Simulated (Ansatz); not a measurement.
Ansatz results at the PBE0-D4/def2-TZVP geometry: size of the dipole moment (PBE/def2-TZVPP) 1.62 D; HOMO–LUMO gap (ωB97M-V/def2-TZVPP) 11.95 eV; HOMO–LUMO gap (B3LYP/def2-TZVPP) 7.53 eV.

Each molecule was computed in one conformer, which needn't be the lowest.

Which molecule gave them?
A. `CO[SiH](F)S[SiH2]F`
B. `Cl[SiH2]O[SiH2]Cl`
C. `CO[SiH2]S[SiH](F)F`
D. `CN([SiH2]F)[SiH2]Cl`

A. The others give `CO[SiH2]S[SiH](F)F`: 2.63, 11.57, 7.18; `Cl[SiH2]O[SiH2]Cl`: 1.22, 13.00, 8.58; `CN([SiH2]F)[SiH2]Cl`: 0.97, 12.29, 7.85.

B3LYP here is the variant with VWN-RPA as its local correlation; programs differ in this.
